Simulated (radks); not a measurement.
Initial-state core-level shifts of the phosphorus ion P+ when its valence configuration changes from [Ne] 3s2 3p2. All-electron calculation, scalar-relativistic Kohn-Sham, PBE, spin-unpolarised, spherical densities, point nucleus. Program: a radial shooting solver on a logarithmic mesh with Libxc functionals. Shifts are changes of the shell-averaged eigenvalues in eV (positive: less bound).

[
 {"valence": "3s1 3p3", "1s": "-1.518", "2s": "-1.485", "2p": "-1.471"},
 {"valence": "3p4", "1s": "-2.961", "2s": "-2.904", "2p": "-2.875"},
 {"valence": "3s1.5 3p2.5", "1s": "-0.769", "2s": "-0.751", "2p": "-0.745"}
]
